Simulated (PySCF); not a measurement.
C6H15N, triplet, at the geometry of the source list (a higher spin typed on purpose: for a closed-shell molecule this is an excited state) (in this run its highest filled SCF level lies above zero, so its values depend strongly on the basis, on diffuse functions most of all). Base run: B3LYP/STO-3G run with PySCF.

The PySCF input:
```python
from pyscf import gto, scf, dft

mol = gto.Mole()
mol.atom = '''
    C     2.298900    0.928500    0.336500
    C     1.214500   -0.126600    0.119400
    C     1.671400   -1.139200   -0.936500
    N    -0.036100    0.486500   -0.314400
    C    -1.220000    0.182600    0.466300
    C    -2.338200    1.132600    0.044500
    C    -1.643900   -1.266500    0.217400
    H     2.485200    1.465400   -0.591700
    H     1.994600    1.643400    1.099700
    H     3.227200    0.460600    0.656200
    H     1.054800   -0.657700    1.071100
    H     0.902100   -1.887500   -1.098200
    H     2.586100   -1.635000   -0.621100
    H     1.852100   -0.626300   -1.877400
    H     0.075900    1.491200   -0.396800
    H    -1.038000    0.309800    1.554800
    H    -2.519400    1.027800   -1.022200
    H    -2.066200    2.166500    0.250500
    H    -3.255100    0.904900    0.582000
    H    -0.888600   -1.958400    0.579900
    H    -2.578900   -1.479700    0.729000
    H    -1.778400   -1.422900   -0.849100
'''
mol.basis = 'sto-3g'
mol.charge = 0
mol.spin = 2
mol.verbose = 3
mol.build()

mf = dft.UKS(mol)
mf.xc = 'b3lyp'
mf.kernel()
mo_i, mo_e, stable_i, stable_e = mf.stability(internal=True, external=False, return_status=True, nroots=6, tol=1e-6)
print('internally stable:', stable_i, ' externally stable:', stable_e)
if not stable_i:
    umf = mf.copy()
    umf.scf_summary = {}
    umf.kernel(umf.make_rdm1(mo_i, mf.mo_occ))
```

The bond that is stretched is that between atoms 14 and 3. A test that says stable can miss a lower solution.

Variants of this job, named by their change:

```csv
change,ΔE vs base (kcal/mol),<S^2>,stability test says
base,0.000,2.002,internally stable (external not tested)
bond × 1.25,13.51,2.003,internally stable (external not tested)
bond × 1.5,-38.00,2.003,internally stable (external not tested)
bond × 1.8,-71.7,2.003,internally stable (external not tested)
bond × 2.2,-86.7,2.002,internally stable (external not tested)
bond × 3.0,-91.3,2.002,internally stable (external not tested)
```

On stretching, the SCF can end on different states; <S^2> shows the spin contamination of each.
